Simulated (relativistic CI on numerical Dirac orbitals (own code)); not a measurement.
# Fe+ in a cubic cluster: L2,3 absorption with charge transfer

Computed with a charge-transfer multiplet model of a cubic metal-ligand cluster with up to 2 ligand holes, Slater and spin-orbit integrals from Dirac-Coulomb-Breit ions, Slater integrals scaled by 0.8. The ground state mixes d7 with configurations of k ligand holes L, whose averages lie at kΔ + k(k − 1)U_dd/2; a core hole lowers each added d electron by U_cd. 300 K, Lorentzian 0.4 eV and Gaussian 0.3 eV FWHM.

Atomic integrals in eV (Slater integrals scaled, ζ unscaled), ground: F2dd 7.751, F4dd 4.773, zeta_d 0.042; with the core hole: F2dd 8.441, F4dd 5.207, zeta_d 0.059, zeta_core 8.141, F2cd 4.939, G1cd 3.627, G3cd 2.059.

Cluster parameters (eV): Δ = 6.2, U_cd = 7.5, 10Dq = 1.05, 10Dq(ligand) = 0, V(eg) = 2.4, V(t2g) = -1.17, final-state hopping factor = 0.8.

```
         Case   n_d    d7   d8L  d9L2     S
U_dd = 4.2 eV  7.16  0.85  0.15  0.01  1.46
U_dd = 4.9 eV  7.16  0.85  0.15  0.01  1.46
U_dd = 5.6 eV  7.16  0.85  0.15  0.00  1.47
U_dd = 6.3 eV  7.15  0.85  0.14  0.00  1.47
  U_dd = 7 eV  7.15  0.85  0.14  0.00  1.47
```

Weights, n_d and S are thermal averages at 300 K. Photon energies count from the first peak over 30 % of the highest in each spectrum, which can be another peak from case to case. The parameters are a model scan and need not match a compound or its usual spin state. Peaks in eV (height, largest 100):
- U_dd = 4.2 eV: 0.0 (54), 0.6 (31), 1.7 (100), 2.7 (88), 13.1 (6), 14.2 (24), 14.8 (25), 15.3 (23)
- U_dd = 4.9 eV: 0.0 (54), 0.7 (32), 1.7 (100), 2.7 (90), 13.2 (6), 14.2 (25), 14.9 (25), 15.4 (23)
- U_dd = 5.6 eV: 0.0 (54), 1.7 (100), 2.8 (92), 3.8 (22), 13.2 (7), 14.2 (25), 14.9 (26), 15.3 (23)
- U_dd = 6.3 eV: 0.0 (53), 1.7 (100), 2.8 (92), 3.8 (23), 13.2 (7), 14.2 (26), 14.8 (26), 15.3 (23), 16.2 (11)
- U_dd = 7 eV: 0.0 (53), 1.8 (100), 2.8 (94), 3.9 (23), 13.3 (7), 14.2 (26), 14.9 (27), 15.4 (23), 16.3 (11)

Curve for U_dd = 5.6 eV (points under 2 left out, the grid thinned):

(E (eV), Intensity): (-1.6, 2.2), (-1.3, 2.9), (-1.0, 4.3), (-0.7, 7.6), (-0.4, 18.9), (-0.1, 49.6), (0.2, 40.0), (0.5, 28.7), (0.8, 33.4), (1.1, 50.0), (1.4, 80.0), (1.7, 100.0), (2.0, 73.3), (2.3, 53.4), (2.6, 80.1), (2.9, 81.8), (3.2, 38.7), (3.5, 23.5), (3.8, 22.4), (4.1, 19.3), (4.4, 14.4), (4.7, 12.4), (5.0, 8.4), (5.2, 6.7), (5.5, 4.5), (5.8, 3.1), (6.1, 2.2), (12.5, 4.0), (12.8, 4.8), (13.1, 6.3), (13.4, 5.8), (13.7, 7.9), (14.0, 19.7), (14.3, 24.5), (14.6, 22.7), (14.9, 25.9), (15.2, 22.1), (15.5, 21.1), (15.8, 15.1), (16.1, 11.4), (16.4, 10.4), (16.7, 6.3), (17.0, 3.5), (17.3, 2.6), (17.6, 2.1)

For the case U_dd = 6.3 eV, Δ = 6.2 eV is smaller than U_dd = 6.3 eV, the charge-transfer side of the Zaanen-Sawatzky-Allen scheme. With the core hole the configuration with one ligand hole lies at Δ + U_dd − U_cd = 2.9, 3.6, 4.3, 5.0, 5.7 eV from the one without, in the order of the table; where this is negative the screened configuration lies lower, though the effective hopping of about 2.8 eV (from the holes of the mixed ground state) mixes the two strongly wherever it is as large as the gap.
